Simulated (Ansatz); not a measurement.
Computed with Ansatz on PBE0-D4/def2-TZVP structures; ΔE is electronic, products minus reactants. CCSD(T)/CBS adds triple-zeta CCSD(T) − MP2 to the extrapolated MP2 energy (def2 sets, frozen cores). This one scheme is used for every species, atoms too. Functionals use def2-TZVPP. B3LYP here is the variant with VWN-RPA as its local correlation; programs differ in this. No spin–orbit coupling; open shells (•) take unrestricted orbitals. Spin–orbit coupling would lower the free atoms: a little for O, Si. Each species was taken in one conformer, which may not be the lowest.

`O[SiH][SiH](O)O`• → 5 H• + 3 O• + 2 Si•  (atomization)

CCSD(T)/CBS gives +861.5 kcal/mol.

Task: Another level gave +861.3 kcal/mol. Which?
A. B3LYP-D4/def2-TZVPP
B. CCSD/def2-TZVPP
C. PBE/def2-TZVPP
D. ωB97M-V/def2-TZVPP

Result: C. PBE 861.3, B3LYP-D4 852.7, ωB97M-V 857.3, CCSD/def2-TZVPP 818.5 kcal/mol.

Largest T1 diagnostic among the species: 0.015.

From PBE to PBE0 (25 % exact exchange), in def2-TZVPP and without D4, ΔE moves by −20.1 kcal/mol: exact exchange takes away binding that semilocal exchange gives to molecules. The D4 term adds +8.7 kcal/mol with B3LYP and +4.5 kcal/mol with PBE0; it sums over pairs of atoms, weighted by their polarisabilities, and B3LYP, whose exchange is more repulsive, gets the larger term.

For atomizations the MP2-based limit and the directly extrapolated one differ by several kJ/mol either way, and by 10 to 25 for some Ge, Se and Sn compounds, so smaller differences from it don't rank the levels.
